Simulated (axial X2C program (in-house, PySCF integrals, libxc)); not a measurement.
Se₂⁺: bond constants with and without spin–orbit coupling

Calculated with an in-house all-electron X2C program for linear molecules (integrals from PySCF). Spin-free means the one-electron spin-free X2C Hamiltonian; two-component (2c) means X2C with spin–orbit coupling and atomic mean-field two-electron Coulomb and Gaunt terms, so the difference of the two also holds small scalar two-electron terms. Basis: Se dyall-cv3z [8s9p6d4f1g] (cores contracted in-house); Gaussian nuclei, density fitting, unrestricted open shells. Masses: Se 79.917 u.

The run was started with this input:
```json
{"zs": [34, 34], "q": 1, "bas": ["dyall-cv3z", "dyall-cv3z"], "levels": ["PBE0", "HF", "r2SCAN0"], "cc": true, "r0": 2.14, "thr": -2.0, "nmax": 90, "npts": 10, "nst": 2, "ntry": 6}
```
```bash
python so2c.py task.json out
```

Keys: zs atomic numbers; q charge; bas basis sets; levels methods; cc coupled cluster on or off; r0 starting distance in Å; thr threshold in hartree for freezing inner shells (an s shell follows its p shell); nmax most natural virtual spinors; npts points on the curve; nst determinants followed; ntry starts of the search. HF also brings MP2.

State, spin-free: M_S = 1/2, Λ = 1 (beyond evenly filled blocks: π+α); electrons by block: σα: 15, σβ: 15, π+α: 8, π+β: 7, π-α: 7, π-β: 7, δ+α: 2, δ+β: 2, δ-α: 2, δ-β: 2. Fragments: Se+ + Se.

State, 2c: Ω = 1/2 (⟨Sz⟩ = -0.50, ⟨Lz⟩ = 1.00 at PBE0); electrons by block: 1/2: 23, -1/2: 22, 3/2: 9, -3/2: 9, 5/2: 2, -5/2: 2. Fragments: Se+ + Se.

```
Hamiltonian    level  Re (Å)  ωe (cm⁻¹)  αe (cm⁻¹)  De (eV)  D0 (eV)  k (mdyn/Å)
  spin-free     PBE0   2.083      456.2   0.000263     4.21     4.18         4.9
  spin-free       HF   2.044      510.3   0.000233    0.942    0.911        6.13
  spin-free      MP2   2.136      382.8   0.000392     3.98     3.96        3.45
  spin-free     CCSD   2.100      441.0   0.000276     3.49     3.46        4.58
  spin-free  CCSD(T)   2.120      417.5   0.000298     3.85     3.83         4.1
  spin-free  r2SCAN0   2.070      467.8   0.000261     3.89     3.86        5.15
         2c     PBE0   2.085      454.8   0.000264     4.28     4.25        4.87
         2c  r2SCAN0   2.072      466.5   0.000262      n/a      n/a        5.12
```

Correlated methods: 11 electrons correlated (number of frozen shells: Se 3 s, 2 p, 1 d), 229 virtual spin orbitals or spinors in MP2, 90 natural virtuals in coupled cluster.

The state is a single determinant with fixed occupations, the lowest that a limited PBE0 search found. Dissociation energies refer to the lowest single-determinant-based atoms at the same level and basis. De is not given where an atomic determinant may have missed its ground term or J level, or where the truncated virtual space spoils (T). Density functionals use the spin component along the axis (collinear). CCSD and (T) use frozen natural virtuals with an MP2 correction for the truncation; (T) itself is uncorrected, so its De runs slightly low. The functionals have no current-density term, which raises determinants with orbital currents, atoms included.

No reliable constants came from CCSD (2c), CCSD(T) (2c), HF (2c), MP2 (2c): no minimum in range, unconverged points, a curve that is not smooth, a change of character along it, or the two Hamiltonians disagreeing along it.

Rough cost a point (2c) on 1 thread(s) of a shared host, integrals apart: PBE0 1.2 s, r2SCAN0 1.6 s.

The whole task took 3.6 min on 1 thread of Arm Neoverse N1, on a shared host.
